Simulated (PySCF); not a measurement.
Vertical excitations of a molecule C₄H₆F₂ from PySCF 2.14.0 with TDDFT-PBE/def2-SVPD, as energy in eV (oscillator strength): 6.33 (0.018), 6.49 (0.110), 6.83 (0.039), 6.99 (0.080), 7.28 (0.008), 7.40 (0.038), 7.72 (0.008), 7.80 (0.007), 7.88 (0.006), 8.07 (0.000). Lowest triplet (TDA): 4.29 eV. Coordinates come from a r2SCAN-D4/def2-SVP optimisation. One conformer was computed; it need not be the lowest.

### Question
Identify the compound among the candidates.
(A) CCC=C(F)F
(B) C[C@@]1(F)C[C@@H]1F
(C) C=C(F)[C@H](C)F
(D) C[C@@H](F)/C=C\F

### Answer
D, C[C@@H](F)/C=C\F
